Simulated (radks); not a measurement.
Q: Excited configurations of Mn20+: one electron is placed in a higher orbital outside [He] 2s2. The ground configuration is [He] 2s2 2p1. All-electron calculation, Dirac Kohn-Sham, PBEsol, spin-unpolarised, spherical densities, finite nucleus; open shells fill j = l - 1/2 first; Fermi nuclear charge, rms radius 3.7057 fm. Program: a radial shooting solver on a logarithmic mesh with Libxc functionals. Excitation = E - E(ground); binding = E(ion) - E, where the ion is the core of charge +21; n* = 21/sqrt(2 binding) in atomic units. These energies are relativistic, and a one-electron ion of charge +21 with no core already has n* below n in this formula (Dirac formula, point nucleus: 3p1/2 2.991, 3d3/2 2.997, 4p1/2 3.990, 4f5/2 3.998, 5f5/2 4.998, 6s1/2 5.990, 6p1/2 5.990, 7s1/2 6.989, 7d3/2 6.995). The quantum defect is therefore taken as that value minus n*, so that it holds no relativistic shift of the bare ion.

outer orbital  excitation (eV)  binding (eV)     n*  quantum defect  eigenvalue (eV)  <r> (bohr)
3p1/2                   937.75        702.89  2.922           0.069          -684.52      0.5630
4p1/2                   1249.5        391.16  3.917           0.074          -381.98       1.049
4f5/2                   1265.9        374.70  4.002          -0.003          -363.15      0.8531
5f5/2                   1399.3        241.31  4.986           0.011          -234.86       1.489
6s1/2                   1466.5        174.15  5.870           0.120          -170.59       2.464
6p1/2                   1468.7        171.97  5.907           0.083          -168.38       2.448
7s1/2                   1513.3        127.34  6.864           0.125          -124.81       3.371
7d3/2                   1516.1        124.57  6.940           0.055          -121.92       3.304

Estimate the row for 3d3/2.

A: excitation (eV) 960.14; binding (eV) 680.49; n* 2.969; quantum defect 0.028; eigenvalue (eV) -658.03; <r> (bohr) 0.4845. The Delta-SCF ionisation energy is 1640.6 eV (NIST Atomic Spectra Database: 1643 eV, semi-empirical). Self-interaction in the functional shifts the binding energies and quantum defects, so they are the method's values and not measured ones. Spin polarisation and multiplet splitting are left out, so open shells lie too high by an amount that depends on their filling.

Beside tabulated values, note that spin-unpolarised runs miss the spin-polarisation part of the exchange energy of open shells.
